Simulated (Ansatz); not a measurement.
```yaml
crystal:
  periodic: [false, false, false]
  atoms:
    - {symbol: O, position_ang: [-0.415832, 0.813544, -1.255441]}
    - {symbol: Ga, position_ang: [-0.166796, -0.514914, -0.219322]}
    - {symbol: S, position_ang: [0.696514, -0.405743, 1.692698]}
    - {symbol: Br, position_ang: [-0.810228, -2.447295, -0.980867]}
    - {symbol: H, position_ang: [-0.136154, 1.621602, -0.912148]}
    - {symbol: H, position_ang: [0.872817, 0.871367, 1.630729]}
basis:
  gaussian: {orbitals: 6-31G}
total_charge: -1
magnetization: {spin_polarized: true, initial_magnetization: 9}
hamiltonian: {xc: {name: wB97M-V}}
```

```sh
$ ansatz run in.yaml --threads 4 --pin off --events-out ev --progress --plain --max-ram 10444MiB
```

It prints (some lines left out):

```
Functional definition: wB97M-V
803 factors; integrals over basis functions are off by at most 3.9e-4 eV
228 factors; integrals over basis functions are off by at most 3.1e-6 eV
mean field evaluation 1: about -135276.9202 eV, gradient 2.4e1 eV
mean field evaluation 2: about -135278.7943 eV, gradient 2.6e1 eV
mean field evaluation 4: about -135282.0790 eV, gradient 4.3e0 eV
mean field evaluation 8: about -135282.7220 eV, gradient 4.5e-1 eV
mean field evaluation 16: about -135282.8020 eV, gradient 2.3e-2 eV
mean field evaluation 32: about -135282.8021 eV, gradient 1.1e-4 eV
mean field -135282.80209837 eV, -4971.5512791382 hartree, gradient 5.6e-6 eV, S^2 24.753401; 6 other end points of the search recorded, 0 dependent functions left out
reference -135282.80213848 eV, -4971.5512806123 hartree; 51, 42 occupied and 33, 42 virtual orbitals, 803 factors
Total energy: -135282.80213848 eV, -4971.5512806123 hartree
```

What is wrong with this run?

The spin is set far too high for this molecule. The calculation finished and met its thresholds. The result belongs to that input, not to the molecule as meant.
